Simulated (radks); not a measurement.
Valence configurations of neutral copper (all share [Ar]). All-electron calculation, scalar-relativistic Kohn-Sham, PBE, spin-unpolarised, spherical densities, point nucleus. Program: a radial shooting solver on a logarithmic mesh with Libxc functionals. Energies are relative to 3d10 4s1; eigenvalues in eV.

valence           E (eV)    e(3d)   e(4p)   e(4s)
3d10 4s1           0.000   -5.039       -  -4.610
3d9.5 4s1.5        0.575   -7.104       -  -5.183
3d9 4s2            1.970   -9.519       -  -5.812
3d10 4s0.5 4p0.5   2.009   -6.180  -1.271  -5.417
3d9.5 4s1 4p0.5    2.759   -8.230  -1.461  -5.947
3d10 4p1           4.137   -7.153  -1.715       -
3d9 4s1 4p1        6.811  -11.587  -2.109  -7.142
3d8.5 4s2 4p0.5    6.888  -13.308  -1.935  -7.154
3d9 4s0.5 4p1.5    9.368  -12.479  -2.491  -7.683
3d8 4s1 4p2       19.274  -18.914  -3.316  -9.346

NIST lists [Ar] 3d10 4s1 as the ground configuration; this level of theory agrees among the configurations tried. The energies are those of spherical spin-averaged densities, not of single terms.
